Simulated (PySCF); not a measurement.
## How methods differ on the ionisation energy of Te

Te [Kr] 4d10 5s2 5p4 (3P) → Te⁺ [Kr] 4d10 5s2 5p3 (4S), as a difference of total energies. Calculation: PySCF 2.14, in x2c-SVPall (6s5p3d, 36 functions); the spin-free X2C one-electron Hamiltonian (Gaussian nucleus). Correlated levels: valence: [Kr] 4d10 frozen. The calculations carry no spin-orbit coupling.

| method | ionisation energy (eV) |
| --- | --- |
| UHF | 7.671 |
| M06-2X | 8.462 |
| PBE | 8.653 |
| MP2 (valence) | 8.044 |
| SCS-MP2 (valence) | 8.057 |
| CCSD (valence) | 8.073 |
| CCSD(T) (valence) | 8.079 |

Errors of the correlated levels include the incompleteness of this basis and the frozen core.

Problem. Which method comes closest to the reference value, and which is furthest?

Solution. The reference is 8.749 eV (measured; NIST levels, between the centres of gravity of the two terms). Closest: PBE (error -0.096 eV); furthest: UHF (error -1.078 eV).
